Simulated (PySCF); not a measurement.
PySCF input (BP86/def2-TZVPD):

```python
from pyscf import gto, scf, dft

mol = gto.M(
    atom='''
    Sb   -0.00000000   -0.00000000    0.00000000
    H    -0.01070777    0.00403362    1.77431359
    H     0.01070777   -0.00403362   -1.77431359
    H     1.71491811   -0.02915935    0.01041561
    H    -0.83218633    1.49976588   -0.00843162
    H    -0.88273178   -1.47060652   -0.00198399
    ''',
    basis='def2-tzvpd',
    ecp='def2-tzvp',
    charge=0,
    spin=0,
    verbose=4,
)

mf = dft.RKS(mol, xc='bp86').density_fit(auxbasis='def2-universal-jkfit')
mf.grids.level = 3
mf.conv_tol = 1e-9
mf.max_cycle = 100
mf.max_memory = 1500
mf.kernel()
if not mf.converged:
    mf = mf.newton()
    mf.kernel(mf.make_rdm1())
mf.analyze()
```

End of the output:

```
Extra cycle  E= -243.256877610954  delta_E= 1.48e-12  |g|= 1.67e-06  |ddm|= 6.04e-06
converged SCF energy = -243.256877610954
**** SCF Summaries ****
Total Energy =                        -243.256877610954348
Nuclear Repulsion Energy =              36.977039463214858
One-electron Energy =                 -495.656335091329936
Two-electron Energy =                  215.422418017160766
Two-electron Coulomb Energy =          236.715748315096079
DFT Exchange-Correlation Energy =      -21.293330297935306
HOMO-LUMO gap [eV] =                     3.590652872426292
**** MO energy ****
MO #1   energy= -5.53420771321682  occ= 2
MO #2   energy= -3.80306697894928  occ= 2
MO #3   energy= -3.80306695399877  occ= 2
MO #4   energy= -3.7971556829323   occ= 2
MO #5   energy= -1.24423619308429  occ= 2
MO #6   energy= -1.24423613730102  occ= 2
MO #7   energy= -1.23898391139764  occ= 2
MO #8   energy= -1.23803214531153  occ= 2
MO #9   energy= -1.23803208985793  occ= 2
MO #10  energy= -0.571932783805538 occ= 2
MO #11  energy= -0.349665777272102 occ= 2
MO #12  energy= -0.349665726763093 occ= 2
MO #13  energy= -0.337702350116897 occ= 2
MO #14  energy= -0.200703168384867 occ= 2
MO #15  energy= -0.0687491080592659 occ= 0
MO #16  energy= -0.0294378353996228 occ= 0
MO #17  energy= -0.0294373832698617 occ= 0
MO #18  energy= 0.0432617873042786 occ= 0
MO #19  energy= 0.043263090172971  occ= 0
MO #20  energy= 0.0495553964206428 occ= 0
MO #21  energy= 0.0614851326901612 occ= 0
MO #22  energy= 0.0614856009904286 occ= 0
MO #23  energy= 0.0703413988792452 occ= 0
MO #24  energy= 0.0915628260348074 occ= 0
MO #25  energy= 0.112997964645256  occ= 0
MO #26  energy= 0.133998754980049  occ= 0
MO #27  energy= 0.133999297021744  occ= 0
MO #28  energy= 0.174665298749486  occ= 0
MO #29  energy= 0.188217154014386  occ= 0
MO #30  energy= 0.188218144419554  occ= 0
MO #31  energy= 0.189925724914124  occ= 0
MO #32  energy= 0.189926623802368  occ= 0
MO #33  energy= 0.198968571886657  occ= 0
MO #34  energy= 0.254535621385053  occ= 0
MO #35  energy= 0.254540349739811  occ= 0
MO #36  energy= 0.277984287609246  occ= 0
MO #37  energy= 0.286358702383088  occ= 0
MO #38  energy= 0.291762237683549  occ= 0
MO #39  energy= 0.291765827524511  occ= 0
MO #40  energy= 0.335789999651095  occ= 0
MO #41  energy= 0.349314562302522  occ= 0
MO #42  energy= 0.349316666399726  occ= 0
MO #43  energy= 0.353785695602111  occ= 0
MO #44  energy= 0.371923933343142  occ= 0
MO #45  energy= 0.37192417887285   occ= 0
MO #46  energy= 0.390732085092342  occ= 0
MO #47  energy= 0.390734294365057  occ= 0
MO #48  energy= 0.460194407260853  occ= 0
MO #49  energy= 0.472447225622664  occ= 0
MO #50  energy= 0.511912241830134  occ= 0
MO #51  energy= 0.511913502853362  occ= 0
MO #52  energy= 0.570190944279593  occ= 0
MO #53  energy= 0.700241161688759  occ= 0
MO #54  energy= 0.732745899988406  occ= 0
MO #55  energy= 0.732746314574472  occ= 0
MO #56  energy= 0.735835464602452  occ= 0
MO #57  energy= 0.805544537257629  occ= 0
MO #58  energy= 0.805545005646469  occ= 0
MO #59  energy= 0.878848456276569  occ= 0
MO #60  energy= 1.00758350547758   occ= 0
MO #61  energy= 1.00758465096561   occ= 0
MO #62  energy= 1.01443718134346   occ= 0
MO #63  energy= 1.04227530199829   occ= 0
MO #64  energy= 1.25602883705914   occ= 0
MO #65  energy= 1.25602927614836   occ= 0
MO #66  energy= 1.2785052745588    occ= 0
MO #67  energy= 1.27850606238829   occ= 0
MO #68  energy= 1.30212600028414   occ= 0
MO #69  energy= 1.506171258075     occ= 0
MO #70  energy= 1.50617198131886   occ= 0
MO #71  energy= 1.58431437387299   occ= 0
MO #72  energy= 1.58431529140158   occ= 0
MO #73  energy= 1.66023026067051   occ= 0
MO #74  energy= 1.69927014937819   occ= 0
MO #75  energy= 1.6992703566818    occ= 0
MO #76  energy= 1.74562001684355   occ= 0
MO #77  energy= 1.78929891108456   occ= 0
MO #78  energy= 1.78929992001894   occ= 0
MO #79  energy= 1.93396155309861   occ= 0
MO #80  energy= 2.11975862976909   occ= 0
MO #81  energy= 2.11975884516816   occ= 0
MO #82  energy= 2.13999150962894   occ= 0
MO #83  energy= 2.23343911861987   occ= 0
MO #84  energy= 2.32493309238287   occ= 0
MO #85  energy= 2.32493344195018   occ= 0
MO #86  energy= 2.43273980774661   occ= 0
MO #87  energy= 2.43274006609727   occ= 0
MO #88  energy= 2.4722359359291    occ= 0
MO #89  energy= 2.52824754219541   occ= 0
MO #90  energy= 2.64927489786656   occ= 0
MO #91  energy= 2.68744728286419   occ= 0
MO #92  energy= 2.75492564839036   occ= 0
MO #93  energy= 2.75492849316279   occ= 0
MO #94  energy= 2.9026424351726    occ= 0
MO #95  energy= 2.95259077709723   occ= 0
MO #96  energy= 3.97946379141757   occ= 0
MO #97  energy= 39.2603427394845   occ= 0
MO #98  energy= 39.2603428507662   occ= 0
MO #99  energy= 39.2676194998375   occ= 0
MO #100 energy= 40.2757647756951   occ= 0
MO #101 energy= 113.456392740712   occ= 0

WARN: Weak orthogonality for localized orbitals 6.6780437259348876e-09

 ** Mulliken pop on meta-lowdin orthogonal AOs  **
 ** Mulliken pop  **
pop of  0 Sb 4s           1.78910
pop of  0 Sb 5s           1.35276
pop of  0 Sb 6s           0.03840
pop of  0 Sb 7s           0.00595
pop of  0 Sb 8s           0.00112
pop of  0 Sb 9s           0.00393
pop of  0 Sb 10s          0.07541
pop of  0 Sb 4px          0.01035
pop of  0 Sb 4py          0.28556
pop of  0 Sb 4pz          0.28556
pop of  0 Sb 5px          1.69690
pop of  0 Sb 5py          1.72140
pop of  0 Sb 5pz          1.72138
pop of  0 Sb 6px          0.22373
pop of  0 Sb 6py          0.14085
pop of  0 Sb 6pz          0.13475
pop of  0 Sb 7px          0.12884
pop of  0 Sb 7py          0.06265
pop of  0 Sb 7pz          0.06254
pop of  0 Sb 8px          0.13360
pop of  0 Sb 8py          0.00430
pop of  0 Sb 8pz          0.00436
pop of  0 Sb 4dxy         1.34763
pop of  0 Sb 4dyz         1.37900
pop of  0 Sb 4dz^2        1.34763
pop of  0 Sb 4dxz         1.34780
pop of  0 Sb 4dx2-y2      1.99730
pop of  0 Sb 5dxy         0.25991
pop of  0 Sb 5dyz         0.22445
pop of  0 Sb 5dz^2        0.25990
pop of  0 Sb 5dxz         0.24228
pop of  0 Sb 5dx2-y2      0.00507
pop of  0 Sb 6dxy         0.19201
pop of  0 Sb 6dyz         0.12532
pop of  0 Sb 6dz^2        0.19200
pop of  0 Sb 6dxz         0.17101
pop of  0 Sb 6dx2-y2      0.00916
pop of  0 Sb 7dxy         0.18924
pop of  0 Sb 7dyz         0.23429
pop of  0 Sb 7dz^2        0.18925
pop of  0 Sb 7dxz         0.20547
pop of  0 Sb 7dx2-y2      0.00055
pop of  0 Sb 4f-3         0.00000
pop of  0 Sb 4f-2         0.00000
pop of  0 Sb 4f-1         0.00009
pop of  0 Sb 4f+0         0.00012
pop of  0 Sb 4f+1         0.00011
pop of  0 Sb 4f+2         0.00000
pop of  0 Sb 4f+3         0.00086
pop of  0 Sb 5f-3         0.00001
pop of  0 Sb 5f-2         0.00001
pop of  0 Sb 5f-1         0.00182
pop of  0 Sb 5f+0         0.01058
pop of  0 Sb 5f+1         0.00223
pop of  0 Sb 5f+2         0.00001
pop of  0 Sb 5f+3         0.00372
pop of  1 H 1s            1.54737
pop of  1 H 2s            0.02547
pop of  1 H 3s            0.01312
pop of  1 H 2px           0.00732
pop of  1 H 2py           0.00722
pop of  1 H 2pz           0.03684
pop of  1 H 3px           0.00629
pop of  1 H 3py           0.00605
pop of  1 H 3pz           0.01835
pop of  2 H 1s            1.54737
pop of  2 H 2s            0.02547
pop of  2 H 3s            0.01312
pop of  2 H 2px           0.00732
pop of  2 H 2py           0.00721
pop of  2 H 2pz           0.03684
pop of  2 H 3px           0.00629
pop of  2 H 3py           0.00603
pop of  2 H 3pz           0.01835
pop of  3 H 1s            1.48782
pop of  3 H 2s            0.02700
pop of  3 H 3s            0.01225
pop of  3 H 2px           0.04053
pop of  3 H 2py           0.00742
pop of  3 H 2pz           0.00932
pop of  3 H 3px           0.02002
pop of  3 H 3py           0.00848
pop of  3 H 3pz           0.00690
pop of  4 H 1s            1.48639
pop of  4 H 2s            0.02644
pop of  4 H 3s            0.01150
pop of  4 H 2px           0.01855
pop of  4 H 2py           0.02819
pop of  4 H 2pz           0.00931
pop of  4 H 3px           0.00929
pop of  4 H 3py           0.01474
pop of  4 H 3pz           0.00690
pop of  5 H 1s            1.48627
pop of  5 H 2s            0.02640
pop of  5 H 3s            0.01144
pop of  5 H 2px           0.01933
pop of  5 H 2py           0.02732
pop of  5 H 2pz           0.00931
pop of  5 H 3px           0.00944
pop of  5 H 3py           0.01423
pop of  5 H 3pz           0.00690
 ** Mulliken atomic charges  **
charge of    0Sb =      3.17773
charge of    1H =     -0.66803
charge of    2H =     -0.66801
charge of    3H =     -0.61973
charge of    4H =     -0.61132
charge of    5H =     -0.61063
Dipole moment(X, Y, Z, Debye):  0.00000, -0.00000, -0.00000
```
